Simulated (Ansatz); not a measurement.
**Molecular dynamics of C₂H₈BFOSi**

input.yaml

```yaml
crystal:
  periodic: [false, false, false]
  atoms:
    - { symbol: C, position_ang: [-0.116514, -1.793129, 0.314188] }
    - { symbol: Si, position_ang: [0.583362, -0.069467, 0.547296] }
    - { symbol: C, position_ang: [1.259439, 0.609382, -1.064222] }
    - { symbol: O, position_ang: [-0.621393, 0.962489, 1.187975] }
    - { symbol: B, position_ang: [-1.703309, 1.366941, 0.475578] }
    - { symbol: F, position_ang: [-2.575871, 2.158307, 1.089565] }
    - { symbol: H, position_ang: [-0.915614, -1.803058, -0.43748] }
    - { symbol: H, position_ang: [-0.530119, -2.186409, 1.251124] }
    - { symbol: H, position_ang: [0.667133, -2.484521, -0.021279] }
    - { symbol: H, position_ang: [1.624211, -0.08774, 1.552306] }
    - { symbol: H, position_ang: [1.597921, 1.64714, -0.950329] }
    - { symbol: H, position_ang: [0.503097, 0.587155, -1.858435] }
    - { symbol: H, position_ang: [2.117703, 0.0134, -1.400692] }
    - { symbol: H, position_ang: [-1.903146, 1.050409, -0.656694] }
basis:
  gaussian: { orbitals: STO-3G }
hamiltonian:
  xc: b3lyp
  dispersion: d4
md:
  timestep: 1.0
  n_steps: 250
  ensemble: nve
  temperature: 300.0
  initial_velocities: maxwell_boltzmann
  seed: 628887
```

Run as:

```bash
$ ansatz run input.yaml --threads 1 --pin off --max-ram 2048MiB --backend cpu --events-out ev --progress --plain --runs-dir out
```

It starts from a partly relaxed structure (largest force component 0.20 eV/Å).

Output, in part (step lines, the closing report, with atoms numbered from 0):

```
md step     0: t =     0.00 fs  T =   300.0 K  F+E_penalty+E_count = -15334.49280291 eV  E_kin = 0.465336 eV  conserved = -15334.02746691 eV  (23 SCF iters)
[... lines left out ...]
Total energy: -15334.24509326 eV, -563.5231132528 hartree
Atom 0 at    -0.175296    -1.801850     0.223814 Å, force    -0.191189     0.922085     0.786253 eV/Å
Atom 1 at     0.563471    -0.077582     0.558392 Å, force     0.215516    -0.934517    -1.143531 eV/Å
Atom 2 at     1.301869     0.678016    -1.012942 Å, force     0.032012     0.165540    -0.891577 eV/Å
Atom 3 at    -0.542309     1.033019     1.118918 Å, force    -1.022151     0.864770     0.323662 eV/Å
Atom 4 at    -1.825309     1.128359     0.694841 Å, force    -0.041829     0.987642     0.880734 eV/Å
Atom 5 at    -2.504500     2.242515     0.997717 Å, force     0.387421    -0.432151    -0.107827 eV/Å
Atom 6 at    -0.818775    -1.779890    -0.650983 Å, force    -0.130410    -0.147746    -0.405782 eV/Å
Atom 7 at    -0.756934    -2.227582     1.055344 Å, force    -0.029897     0.439855     0.043568 eV/Å
Atom 8 at     0.636162    -2.491987     0.076601 Å, force     0.704932    -0.587878    -0.508219 eV/Å
Atom 9 at     1.590359    -0.187981     1.534730 Å, force     0.404521    -0.009306     0.595562 eV/Å
Atom 10 at     1.251929     1.802743    -1.053880 Å, force     0.109167    -1.044422     0.429025 eV/Å
Atom 11 at     0.723135     0.335501    -1.921659 Å, force     0.910401     0.118637     0.851824 eV/Å
Atom 12 at     2.384023     0.376404    -1.086495 Å, force    -1.062497     0.266078    -0.299442 eV/Å
Atom 13 at    -2.391706     0.273398     0.157303 Å, force    -0.285996    -0.608587    -0.554249 eV/Å
Dipole moment:     0.253493    -0.228497    -0.091181 e Å
```

The steps, from the saved trajectory:

```json
{"time (fs)": "0.0", "T (K)": "300", "potential energy less start (eV)": "0.000", "conserved less start (meV/atom)": "0.00"}
{"time (fs)": "8.0", "T (K)": "113", "potential energy less start (eV)": "0.308", "conserved less start (meV/atom)": "1.27"}
{"time (fs)": "16.0", "T (K)": "149", "potential energy less start (eV)": "0.251", "conserved less start (meV/atom)": "1.19"}
{"time (fs)": "24.0", "T (K)": "181", "potential energy less start (eV)": "0.189", "conserved less start (meV/atom)": "0.36"}
{"time (fs)": "32.0", "T (K)": "128", "potential energy less start (eV)": "0.281", "conserved less start (meV/atom)": "1.03"}
{"time (fs)": "40.0", "T (K)": "171", "potential energy less start (eV)": "0.215", "conserved less start (meV/atom)": "1.01"}
{"time (fs)": "48.0", "T (K)": "128", "potential energy less start (eV)": "0.278", "conserved less start (meV/atom)": "0.87"}
{"time (fs)": "56.0", "T (K)": "170", "potential energy less start (eV)": "0.210", "conserved less start (meV/atom)": "0.55"}
{"time (fs)": "64.0", "T (K)": "100", "potential energy less start (eV)": "0.326", "conserved less start (meV/atom)": "1.13"}
{"time (fs)": "72.0", "T (K)": "91", "potential energy less start (eV)": "0.341", "conserved less start (meV/atom)": "1.17"}
{"time (fs)": "80.0", "T (K)": "205", "potential energy less start (eV)": "0.151", "conserved less start (meV/atom)": "0.21"}
{"time (fs)": "88.0", "T (K)": "95", "potential energy less start (eV)": "0.334", "conserved less start (meV/atom)": "1.14"}
{"time (fs)": "96.0", "T (K)": "127", "potential energy less start (eV)": "0.286", "conserved less start (meV/atom)": "1.23"}
{"time (fs)": "104.0", "T (K)": "183", "potential energy less start (eV)": "0.185", "conserved less start (meV/atom)": "0.31"}
{"time (fs)": "112.0", "T (K)": "120", "potential energy less start (eV)": "0.293", "conserved less start (meV/atom)": "1.04"}
{"time (fs)": "120.0", "T (K)": "135", "potential energy less start (eV)": "0.272", "conserved less start (meV/atom)": "1.17"}
{"time (fs)": "128.0", "T (K)": "178", "potential energy less start (eV)": "0.197", "conserved less start (meV/atom)": "0.49"}
{"time (fs)": "136.0", "T (K)": "186", "potential energy less start (eV)": "0.188", "conserved less start (meV/atom)": "0.83"}
{"time (fs)": "144.0", "T (K)": "143", "potential energy less start (eV)": "0.259", "conserved less start (meV/atom)": "1.11"}
{"time (fs)": "152.0", "T (K)": "148", "potential energy less start (eV)": "0.249", "conserved less start (meV/atom)": "0.95"}
{"time (fs)": "160.0", "T (K)": "193", "potential energy less start (eV)": "0.173", "conserved less start (meV/atom)": "0.51"}
{"time (fs)": "168.0", "T (K)": "154", "potential energy less start (eV)": "0.240", "conserved less start (meV/atom)": "1.01"}
{"time (fs)": "176.0", "T (K)": "156", "potential energy less start (eV)": "0.240", "conserved less start (meV/atom)": "1.22"}
{"time (fs)": "184.0", "T (K)": "199", "potential energy less start (eV)": "0.159", "conserved less start (meV/atom)": "0.22"}
{"time (fs)": "192.0", "T (K)": "132", "potential energy less start (eV)": "0.276", "conserved less start (meV/atom)": "1.10"}
{"time (fs)": "200.0", "T (K)": "100", "potential energy less start (eV)": "0.329", "conserved less start (meV/atom)": "1.30"}
{"time (fs)": "208.0", "T (K)": "203", "potential energy less start (eV)": "0.154", "conserved less start (meV/atom)": "0.29"}
{"time (fs)": "216.0", "T (K)": "145", "potential energy less start (eV)": "0.254", "conserved less start (meV/atom)": "0.94"}
{"time (fs)": "224.0", "T (K)": "114", "potential energy less start (eV)": "0.306", "conserved less start (meV/atom)": "1.19"}
{"time (fs)": "232.0", "T (K)": "146", "potential energy less start (eV)": "0.246", "conserved less start (meV/atom)": "0.55"}
{"time (fs)": "240.0", "T (K)": "124", "potential energy less start (eV)": "0.287", "conserved less start (meV/atom)": "0.96"}
{"time (fs)": "248.0", "T (K)": "142", "potential energy less start (eV)": "0.259", "conserved less start (meV/atom)": "0.94"}
```

All steps were run. The conserved energy stayed within 1.6 meV per atom of its start (net change 0.66 meV per atom), so the integration is sound. The temperature averaged 0.51 of the 300 K drawn at the start: a run that starts near a minimum puts about half its kinetic energy into the potential. A run of 0.25 ps of so small a system gives no equilibrium averages. Limits of this set-up: minimal basis.

The same pairs are bonded in the first frame and the last. Pairs count as bonded within 1.25 times the sum of covalent radii (0.12 Å more for H–H).

Last frame:

```xyz
14
Properties=species:S:1:pos:R:3
C -0.175 -1.802 0.224
Si 0.564 -0.078 0.558
C 1.302 0.678 -1.013
O -0.542 1.033 1.119
B -1.825 1.128 0.695
F -2.505 2.243 0.998
H -0.819 -1.780 -0.651
H -0.757 -2.228 1.055
H 0.636 -2.492 0.077
H 1.590 -0.188 1.535
H 1.252 1.803 -1.054
H 0.723 0.336 -1.922
H 2.384 0.376 -1.087
H -2.392 0.273 0.157
```

The run took 22 min on 1 thread of Arm Neoverse N1, on a shared host, peak memory 0.13 GiB.
